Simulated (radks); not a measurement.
Values are calculated unless marked as measured or tabulated.
W+, 73 electrons, occupied as [Xe] 4f14 5d4 6s1 (the NIST ground configuration). Code: a radial shooting solver on a logarithmic mesh with Libxc functionals. Model: scalar-relativistic Kohn-Sham, LDA (Slater exchange, Perdew-Wang correlation), spin-unpolarised, spherical densities, finite nucleus; Fermi nuclear charge, rms radius 5.3658 fm.

Local quantities along the radius. ELF = 1/(1 + alpha^2) is the electron localisation function; alpha = (tau - tau_W)/tau_unif compares the Pauli kinetic energy density with that of the uniform gas. tau is taken from the large components.

```
   r/bohr * ELF (the largest magnitude, 0.999, reaches the edge; | marks zero)
 0.001972 |                                                      *
 0.002278 |                                                      *
 0.002652 |                                                      *
 0.003087 |                                                      *
 0.003594 |                                                      *
 0.004184 |                                                      *
  0.00487 |                                                      *
  0.00567 |                                                      *
 0.006601 |                                                      *
 0.007684 |                                                     *
 0.008946 |                                                     *
  0.01041 |                                                    *
  0.01212 |                                                  *
  0.01411 |                                             *
  0.01643 |                                      *
  0.01913 |                             *
  0.02227 |                     *
  0.02572 |                 *
  0.02994 |                   *
  0.03485 |                        *
  0.04058 |                                *
  0.04724 |                                      *
  0.05499 |                                        *
  0.06402 |                                      *
  0.07453 |                               *
  0.08676 |                      *
    0.101 |                  *
   0.1176 |                      *
   0.1369 |                               *
   0.1594 |                                      *
   0.1855 |                                      *
    0.216 |                              *
   0.2514 |                 *
   0.2904 |              *
    0.338 |                       *
   0.3935 |                                  *
   0.4581 |                                      *
   0.5334 |                                    *
   0.6209 |                            *
   0.7228 |                    *
   0.8415 |                  *
   0.9796 |                       *
     1.14 |                             *
    1.328 |                               *
    1.546 |                          *
    1.799 |                   *
    2.095 |             *
    2.439 |           *
    2.839 |           *
    3.279 |          *
    3.817 |        *
    4.443 |     *
    5.173 |  *
    6.022 |*
    7.011 *
    8.161 *
```

On this mesh the ELF has minima near r = 0.026, 0.10, 0.29, 0.84 bohr, which separate the shells, and maxima near 0.055 (0.74), 0.19 (0.71), 0.46 (0.71), 1.3 (0.58).

Self-consistent cycle (total energy in hartree, residual of the potential): 1: -16116.99729, 1e+01; 2: -16128.42605, 5e+00; 3: -16130.26068, 8e-01; 4: -16130.17403, 8e-01; 5: -16130.23542, 2e-01; 6: -16130.24312, 9e-02; 7: -16130.24464, 3e-03; 8: -16130.24465, 3e-03; 9: -16130.24465, 4e-05; 10: -16130.24465, 3e-05; 11: -16130.24465, 2e-05; 12: -16130.24465, 5e-06; 13: -16130.24465, 7e-08; 14: -16130.24465, 6e-09.
